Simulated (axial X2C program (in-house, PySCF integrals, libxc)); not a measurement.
## Low determinants of ZrSe⁺ at the PBE0 level, with spin–orbit coupling

All values were computed with an axial X2C code built on PySCF integrals. Two-component (2c) means X2C with spin–orbit coupling and atomic mean-field two-electron Coulomb and Gaunt terms. Basis: Zr dyall-cv3z [11s12p9d6f3g], Se dyall-cv3z [8s9p6d4f1g] (cores contracted in-house); Gaussian nuclei, density fitting, unrestricted open shells. Masses: Zr 89.905 u, Se 79.917 u.

Search at 2.278 Å (vertical energies from the lowest determinant):

| ΔE (eV) | state | electrons beyond evenly filled partner blocks | electrons in ±ω = 1/2, 3/2, 5/2, 7/2 |
| --- | --- | --- | --- |
| 0.00 | Ω = 3/2 | ω = 3/2 | 48 21 4 0 |
| 0.09 | Ω = 5/2 | ω = 5/2 | 48 20 5 0 |
| 0.21 | Ω = 1/2 | ω = 1/2 | 49 20 4 0 |
| 1.73 | Ω = 5/2 | ω = -1/2, 2 × ω = 3/2 | 49 20 4 0 |
| 1.74 | Ω = 9/2 | ω = 1/2, ω = 3/2, ω = 5/2 | 49 19 5 0 |
| 1.93 | Ω = 1/2 | 2 × ω = -1/2, ω = 3/2 | 48 21 4 0 |
| 2.22 | Ω = 1/2 | 2 × ω = 3/2, ω = -5/2 | 48 20 5 0 |

Lowest determinant, Ω = 3/2 (⟨Sz⟩ = -0.50, ⟨Lz⟩ = 2.00 at PBE0): Re = 2.274 Å, ωe = 399.9 cm⁻¹.

The determinant in row 2 of the search, Ω = 5/2 (⟨Sz⟩ = 0.50, ⟨Lz⟩ = 2.00 at PBE0), was followed along the bond at PBE0; measured from the minimum of the lowest determinant it gives:

Te = 0.091 eV (737 cm⁻¹), Re = 2.273 Å, ωe = 399.6 cm⁻¹.

(1) Compare the bond of the determinant in row 2 with that of the lowest one.

The search compares states at one distance, so a state with another bond length can lie lower; it is not exhaustive and yields mostly the lowest determinant of each block pattern, so other components and higher states of one pattern are missing. These are energies of single determinants, not of spin-adapted states; PBE0 term energies can be off by some tenths of an eV, and the functional has no current term. The lowest determinant need not be the ground state where others lie within half an eV.

Results:

(1) At PBE0 its Re is 0.001 Å shorter and its force constant, which goes as ωe², is 1.00 times that of the lowest determinant. T0 ≈ Te + Δωe/2 = 737 + (0) = 737 cm⁻¹.
